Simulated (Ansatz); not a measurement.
Born–Oppenheimer molecular dynamics of CH$_{9}$NSn (12 atoms, charge 0, multiplicity 1). It starts at the highest image of a converged band. Of that band: Neighbouring images differ by up to 1.4 eV, so the band resolves the path poorly. A vibrational analysis at the climbing image gives one clearly imaginary mode, 1455i cm⁻¹: a first-order saddle point.

These are results of Ansatz, RKS B3LYP-D4/def2-SVP, not measurements.

* ensemble: NVE (velocity Verlet)
* time step: 0.5 fs
* steps asked: 200
* starting velocities drawn for: 100 K
* seed: 2323

First frame:

```xyz
12
Properties=species:S:1:pos:R:3
Sn -1.471 0.554 -0.368
H -0.213 1.839 1.040
H -1.833 -0.918 -1.241
H -2.800 0.834 0.678
H -1.111 1.740 -1.549
H 0.308 0.880 1.019
N 0.344 -0.309 0.601
C 1.445 -0.821 -0.214
H 0.092 -0.964 1.349
H 1.790 -0.025 -0.894
H 1.149 -1.688 -0.832
H 2.301 -1.123 0.411
```

(1) How far do the bonds stretch over the last three quarters of this one trajectory? (Pairs bonded in most of those frames.)

Answers

(1) 
```tsv
bond	mean (Å)	spread (Å)	shortest	longest
Sn1–H3	1.741	0.040	1.68	1.81
Sn1–H4	1.723	0.023	1.68	1.76
Sn1–H5	1.722	0.022	1.69	1.76
Sn1–N7	2.050	0.063	1.96	2.19
H2–H6	0.762	0.017	0.74	0.79
N7–C8	1.457	0.039	1.38	1.51
N7–H9	1.018	0.012	1.00	1.04
C8–H10	1.104	0.004	1.10	1.11
C8–H11	1.111	0.005	1.10	1.12
C8–H12	1.107	0.010	1.09	1.12
```

Mean temperature of the second half: 798 K. The conserved energy stayed within 0.054 meV per atom of its start (net change 0.03 meV per atom), so the integration is sound. The system heated up, since it started high on the potential surface and ran downhill. A run of 0.1 ps of so small a system gives no equilibrium averages. The orbitals stay closed-shell, which can raise the energy where a bond breaks towards radicals; this wasn't checked here.

Time of the run: 8.9 min on 2 threads of Arm Neoverse V1 (shared host), peak memory 0.21 GiB.
